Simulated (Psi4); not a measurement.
HO₂, charge -1, singlet, at a GFN2-xTB geometry (a gas-phase anion, which may not be bound at this level); BHHLYP/6-311G** run with Psi4.

The Psi4 input:
```
memory 2 GB

molecule {
-1 1
  O     0.05490534    0.78093785   -0.03251581
  O     0.03987144   -0.67586595   -0.02806914
  H    -0.75821429   -0.84057518    0.48467963
}

set basis 6-311g**
set scf_type pk
set puream true
set d_convergence 1e-8
set dft_radial_points 99
set dft_spherical_points 590

energy('bhhlyp')
print_variables()
```

Question: Write the output that Psi4 gives for this input, abridged.

Answer: 
```
   => Loading Basis Set <=

    Name: 6-311G**
    Role: ORBITAL
    Keyword: BASIS

         ---------------------------------------------------------
                                   SCF
               by Justin Turney, Rob Parrish, Andy Simmonett
                          and Daniel G. A. Smith
                              RKS Reference
         ---------------------------------------------------------

  ==> Geometry <==

    Molecular point group: cs
    Full point group: Cs

    Geometry (in Angstrom), charge = -1, multiplicity = 1:

       Center              X                  Y                   Z               Mass
    ------------   -----------------  -----------------  -----------------  -----------------
         O            0.036727262304     0.755683024936     0.000000000000    15.994914619570
         O            0.021677605001    -0.701127398741     0.000000000000    15.994914619570
         H           -0.926927627363    -0.865837377627     0.000000000000     1.007825032230

  Running in cs symmetry.

  Rotational constants: A =     20.19481  B =      0.94639  C =      0.90402 [cm^-1]
  Rotational constants: A = 605425.04740  B =  28372.02886  C =  27101.95039 [MHz]
  Nuclear repulsion =   29.887698442698202

  Charge       = -1
  Multiplicity = 1
  Electrons    = 18
  Nalpha       = 9
  Nbeta        = 9

  ==> Algorithm <==

  SCF Algorithm Type is PK.
  DIIS enabled.
  MOM disabled.
  Fractional occupation disabled.
  Guess Type is SAD.
  Energy threshold   = 1.00e-06
  Density threshold  = 1.00e-08
  Integral threshold = 1.00e-12

  ==> Primary Basis <==

  Basis Set: 6-311G**
    Blend: 6-311G**
    Number of shells: 20
    Number of basis functions: 42
    Number of Cartesian functions: 44
    Spherical Harmonics?: true
    Max angular momentum: 2

  ==> DFT Potential <==

   => LibXC <=

    Version 7.1.2
    S. Lehtola, C. Steigemann, M. J. T. Oliveira, and M. A. L. Marques,  SoftwareX 7, 1–5 (2018) (10.1016/j.softx.2017.11.002)

   => Composite Functional: BHANDHLYP <=

    BHandHLYP Hyb-GGA Exchange-Correlation Functional

    A. D. Becke,  J. Chem. Phys. 98, 1372 (1993) (10.1063/1.464304)
    Defined through Gaussian implementation.

    Deriv               =              1
    GGA                 =           TRUE
    Meta                =          FALSE

    Exchange Hybrid     =           TRUE
    MP2 Hybrid          =          FALSE

   => Exchange Functionals <=

    0.5000         Becke 88

[...]
   @RKS iter   7:  -150.86636036941238   -7.75833e-07   3.43049e-06 DIIS
   @RKS iter   8:  -150.86636041546561   -4.60532e-08   1.11454e-06 DIIS
   @RKS iter   9:  -150.86636041921733   -3.75172e-09   2.47444e-07 DIIS
   @RKS iter  10:  -150.86636041940028   -1.82951e-10   6.48843e-08 DIIS
   @RKS iter  11:  -150.86636041941051   -1.02318e-11   1.43697e-08 DIIS
   @RKS iter  12:  -150.86636041941105   -5.40012e-13   2.76590e-09 DIIS
  Energy and wave function converged.

  ==> Post-Iterations <==

   Electrons on quadrature grid:
      Ntotal   =   18.0000000173 ; deviation = 1.735e-08

    Orbital Energies [Eh]
    ---------------------

    Doubly Occupied:

[...]
    Virtual:

[...]
    Final Occupation by Irrep:
             Ap   App
    DOCC [     7,    2 ]
    NA   [     7,    2 ]
    NB   [     7,    2 ]

  @RKS Final Energy:  -150.86636041941105

   => Energetics <=

    Nuclear Repulsion Energy =             29.8876984426982020
    One-Electron Energy =                -273.6716017412040287
    Two-Electron Energy =                 102.1350710007644977
    DFT Exchange-Correlation Energy =      -9.2175281216697122
    Empirical Dispersion Energy =           0.0000000000000000
    VV10 Nonlocal Energy =                  0.0000000000000000
    Total Energy =                       -150.8663604194110519

Computation Completed

Properties will be evaluated at   0.000000,   0.000000,   0.000000 [a0]

Properties computed using the SCF density matrix

 Multipole Moments:

 ------------------------------------------------------------------------------------
     Multipole            Electronic (a.u.)      Nuclear  (a.u.)        Total (a.u.)
 ------------------------------------------------------------------------------------

 L = 1.  Multiply by 2.5417464519 to convert [e a0] to [Debye]
 Dipole X            :          0.2636094           -0.8686857           -0.6050763
 Dipole Y            :          0.0750254           -0.8114340           -0.7364085
 Dipole Z            :          0.0000000            0.0000000            0.0000000
 Magnitude           :                                                    0.9531080

 ------------------------------------------------------------------------------------

  Variable Map:
  ----------------------------------------------------------------------------
[...]
  Array Variable Map:
  ----------------------------------------------------------------------------
[...]
[...]
```
